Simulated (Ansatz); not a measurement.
Species: ScBr (charge 0, singlet). 
Coordinates optimised at B3LYP-D3(BJ)/def2-TZVP (Ansatz, an electronic-structure program):
```xyz
2

Sc     0.0000     0.0000    -1.4938
Br     0.0000     0.0000     0.8963
```
Charge 0, spin multiplicity 1.

Wanted: vertical electron affinity (to the doublet state of charge -1; a negative value means that the extra electron is unbound and the number depends on the basis; each state is the SCF solution reached for its spin; the UHF <S^2> is 1.34 for the doublet (pure: 0.75); for the doublet T1 is 0.094; for the singlet the Hartree-Fock reference is unstable and T1 is 0.019), in eV. Correlated levels leave the core frozen unless marked. UHF or UKS for open shells. No spin-orbit coupling. Frozen are the shells of the preceding noble gas and the d and f shells that filled before the atom's block. No relativistic terms. Anions need diffuse functions: def2-D sets add few. 

```json
[
 {"level": "PBE/def2-TZVPD", "program": "Ansatz", "vertical electron affinity (eV)": "1.18"},
 {"level": "r2SCAN/def2-TZVPD", "program": "Ansatz", "vertical electron affinity (eV)": "1.45"},
 {"level": "PBE0/def2-TZVPD", "program": "Ansatz", "vertical electron affinity (eV)": "1.32"},
 {"level": "BHLYP/def2-TZVPD", "program": "Ansatz", "vertical electron affinity (eV)": "1.29"},
 {"level": "wB97X-V/def2-TZVPD", "program": "Ansatz", "vertical electron affinity (eV)": "1.16"},
 {"level": "CCSD(T)/def2-SVPD", "program": "Ansatz", "vertical electron affinity (eV)": "1.02"}
]
```
